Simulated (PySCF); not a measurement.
**Ionisation energy of Cl²⁺ by level of theory**

Cl²⁺ [Ne] 3s2 3p3 (4S) → Cl³⁺ [Ne] 3s2 3p2 (3P), as a difference of total energies. Calculation: PySCF 2.14, in def2-QZVPPD; no relativity, point nucleus. Correlated levels: valence: [Ne] frozen. The calculations carry no spin-orbit coupling.

| method | ionisation energy (eV) |
| --- | --- |
| UHF | 38.961 |
| MP2 (valence) | 39.662 |
| SCS-MP2 (valence) | 39.459 |
| CCSD (valence) | 39.580 |
| CCSD(T) (valence) | 39.623 |

A first-order spin-orbit estimate (lowest level to lowest level, LS coupling) adds -0.100 eV.

Errors of the correlated levels include the incompleteness of this basis and the frozen core.

Q: Which method comes closest to the reference value, and which is furthest?

A: The reference is 39.8 ± 0.11 eV (semi-empirical (NIST evaluation); NIST Atomic Spectra Database, ionization energies). Closest: MP2 (valence) (error -0.238 eV); furthest: UHF (error -0.939 eV), both after the spin-orbit estimate.
